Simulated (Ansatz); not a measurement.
Consider the homolysis of the In–Si bond: `[SiH3][InH2]` → `[InH2]`• + `[SiH3]`•.

Computed with Ansatz on PBE0-D4/def2-TZVP structures; ΔE is electronic, products minus reactants. CCSD(T)/CBS is the MP2 limit (def2-TZVPP, def2-QZVPP) plus CCSD(T) − MP2 in def2-TZVPP, frozen cores. This one scheme is used for every species. Functionals use def2-TZVPP. B3LYP here is the variant with VWN-RPA as its local correlation; programs differ in this. Open shells (•) are unrestricted, without spin–orbit coupling. def2 core potentials past Kr. For In outer-core shells are correlated without core-valence functions, which leaves a few kJ/mol of doubt a bond.

`[SiH3][InH2]`:

Z-matrix (Å, degrees):
```
Si
In 1 2.575
H 1 1.491 2 110.1
H 1 1.488 2 113.2 3 -120.7
H 1 1.491 2 110.5 3 118.3
H 2 1.730 1 119.9 3 -61.8
H 2 1.729 1 122.1 3 118.0
```

`[InH2]`•:

Z-matrix (Å, degrees):
```
In
H 1 1.758
H 1 1.758 2 120.6
```

`[SiH3]`•:

```xyz
4

Si    0.029    0.278   -0.190
H    -1.257   -0.376   -0.544
H     0.043    0.703    1.234
H     1.185   -0.604   -0.500
```

```tsv
level	ΔE (kJ/mol)	difference from CCSD(T)/CBS
PBE-D4	261.6	-19.2
B3LYP-D4	254.6	-26.2
BHLYP-D4	258.6	-22.2
B2PLYP	257.6	-23.2
PBE-QIDH	270.2	-10.6
revPBE	239.6	-41.2
BLYP	236.8	-44.0
PBE0	259.9	-20.9
B3LYP	246.6	-34.2
r2SCAN0	251.6	-29.2
BHLYP	249.8	-31.0
CCSD/def2-SVP	247.5	-33.3
HF/def2-TZVPP	182.0	-98.8
SCS-MP2/def2-TZVPP	271.0	-9.8
MP2/def2-QZVPP	279.8	-1.0
MP2/CBS(def2)	285.4	4.6
CCSD(T)/CBS	280.8	0
```

Largest T1 diagnostic among the species: 0.018.

In def2-TZVPP, CCSD(T) changes the Hartree–Fock value by +85.7 kJ/mol (the triples alone add +6.3 kJ/mol) and MP2 by +90.4 kJ/mol; breaking electron pairs costs correlation energy, which Hartree–Fock lacks. Leaving LDA and LC-ωPBE aside and taking each functional with its dispersion term where it has one, the values, not all of them listed here, spread over 35.5 kJ/mol, from BLYP-D4 to ωB97X-V. LDA lies +44.9 kJ/mol from PBE without D4, its usual overbinding.
